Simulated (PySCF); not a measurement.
# Correlation energy of Cr²⁺ (chromium, charge +2)

Starting occupation: [Ar] 3d4, 3d3/2 with m_j = -3/2, -1/2, +1/2, +3/2. Computed with PySCF 2.14 in x2c-QZVPPall-2c, with X2C-1e with screened-nucleus spin-orbit coupling, Gaussian nucleus. Frozen: [Ne]; 12 electrons correlated; the 8 highest virtual spinors left out.

MP2 pair energies summed by pair of shells (mhartree):

```csv
pair,energy,share (%)
3d-3p,-155.27,41.4
3p-3p,-101.09,27.0
3d-3d,-43.92,11.7
3p-3s,-39.70,10.6
3d-3s,-28.66,7.6
3s-3s,-6.10,1.6
```

Total MP2 correlation energy: -374.74 mhartree.

The GHF reference relaxed away from the jj start to a determinant that is no pure jj level (⟨S²⟩ = 6.00, ⟨J²⟩ = 3.94); the energies belong to that determinant.

This basis was not built for core-valence correlation, so the inner-shell part is incomplete.
